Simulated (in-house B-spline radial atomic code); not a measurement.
The numbers below are computed, except where a source is named.
# What the choice of pseudopotential does to G0W0 on PBE: Se⁺

All numbers come from a B-spline radial code for spherical atoms, non-relativistic, configuration [Ar] 3d10 4s2 4p3, open shells at high spin. Semilocal Troullier-Martins pseudo-atoms, one channel per l, are made with PBE or LDA for several valence sets and radii, with or without a model core, and set against the all-electron atom. One channel fits only the lowest state of its l, so a second state of that l is approximate. All electrons give 4p up: PBE -16.416 eV, G0W0 -21.352 eV, 4s down: PBE -24.431 eV, G0W0 -29.263 eV. Potentials are made in the ion's own configuration unless the neutral atom is named, and a smooth local potential serves every l without a channel. Potentials that miss their own reference levels by more than 6 millihartree, or need radii over 3.5 bohr, are left out. Columns give pseudo minus all-electron, in eV; a dash marks a level in the core or of low weight.

```json
{"valence": "4s 4p", "made with": "PBE, neutral atom", "radii (bohr)": "s 1.39 p 1.64", "model core (bohr)": "1.17", "4p up PBE": "0.00", "4p up G0W0": "+0.03", "4s down PBE": "-0.01", "4s down G0W0": "+0.01"}
{"valence": "4s 4p", "made with": "PBE", "radii (bohr)": "s 1.52 p 1.75 d 3.37", "model core (bohr)": "1.19", "4p up PBE": "0.00", "4p up G0W0": "+0.13", "4s down PBE": "0.00", "4s down G0W0": "+0.20"}
{"valence": "4s 4p", "made with": "PBE, neutral atom", "radii (bohr)": "s 1.78 p 2.09", "model core (bohr)": "1.17", "4p up PBE": "0.00", "4p up G0W0": "+0.07", "4s down PBE": "-0.02", "4s down G0W0": "+0.06"}
{"valence": "3d 4s 4p", "made with": "PBE, neutral atom", "radii (bohr)": "s 1.24 p 1.45 d 1.07", "model core (bohr)": "none", "4p up PBE": "-0.01", "4p up G0W0": "-0.36", "4s down PBE": "+0.11", "4s down G0W0": "-0.29"}
{"valence": "3d 4s 4p", "made with": "PBE, neutral atom", "radii (bohr)": "s 1.39 p 1.64 d 1.21", "model core (bohr)": "none", "4p up PBE": "-0.01", "4p up G0W0": "-0.37", "4s down PBE": "+0.11", "4s down G0W0": "-0.32"}
{"valence": "3d 4s 4p", "made with": "PBE, neutral atom", "radii (bohr)": "s 2.01 p 2.36 d 1.75", "model core (bohr)": "none", "4p up PBE": "+0.02", "4p up G0W0": "-0.45", "4s down PBE": "-0.03", "4s down G0W0": "-0.58"}
{"valence": "3d 4s 4p", "made with": "PBE", "radii (bohr)": "s 1.37 p 1.57 d 1.21", "model core (bohr)": "0.28", "4p up PBE": "0.00", "4p up G0W0": "-0.36", "4s down PBE": "0.00", "4s down G0W0": "-0.42"}
{"valence": "3d 4s 4p", "made with": "PBE, neutral atom", "radii (bohr)": "s 1.55 p 1.82 d 1.34", "model core (bohr)": "0.28", "4p up PBE": "0.00", "4p up G0W0": "-0.37", "4s down PBE": "0.00", "4s down G0W0": "-0.44"}
{"valence": "3d 4s 4p", "made with": "PBE, neutral atom", "radii (bohr)": "s 1.78 p 2.09 d 1.54", "model core (bohr)": "0.28", "4p up PBE": "+0.01", "4p up G0W0": "-0.40", "4s down PBE": "-0.04", "4s down G0W0": "-0.52"}
{"valence": "3d 4s 4p", "made with": "PBE, neutral atom", "radii (bohr)": "s 2.01 p 2.36 d 1.75", "model core (bohr)": "0.28", "4p up PBE": "+0.03", "4p up G0W0": "-0.44", "4s down PBE": "-0.10", "4s down G0W0": "-0.65"}
{"valence": "3p 3d 4s 4p", "made with": "PBE, neutral atom", "radii (bohr)": "s 1.55 p 0.51 d 1.34", "model core (bohr)": "none", "4p up PBE": "-0.08", "4p up G0W0": "+0.04", "4s down PBE": "-0.02", "4s down G0W0": "-1.35"}
{"valence": "3p 3d 4s 4p", "made with": "PBE", "radii (bohr)": "s 1.75 p 0.58 d 1.54", "model core (bohr)": "none", "4p up PBE": "-0.05", "4p up G0W0": "+0.09", "4s down PBE": "-0.03", "4s down G0W0": "-1.48"}
{"valence": "3p 3d 4s 4p", "made with": "PBE", "radii (bohr)": "s 1.37 p 0.45 d 1.21", "model core (bohr)": "0.27", "4p up PBE": "-0.08", "4p up G0W0": "+0.04", "4s down PBE": "-0.01", "4s down G0W0": "-1.35"}
{"valence": "3p 3d 4s 4p", "made with": "PBE, neutral atom", "radii (bohr)": "s 2.01 p 0.66 d 1.75", "model core (bohr)": "0.27", "4p up PBE": "-0.08", "4p up G0W0": "+0.06", "4s down PBE": "-0.12", "4s down G0W0": "-1.85"}
```

How does the G0W0 shift of 4p up, which all sets hold, depend on the valence set?

Mean size: 3p 3d 4s 4p: 0.06 eV; 4s 4p: 0.08 eV; 3d 4s 4p: 0.39 eV. A larger valence set can do worse when it takes only part of a shell, whose exchange with the frozen rest is then left to the functional. The means mix radii and the functional used in making the potentials.
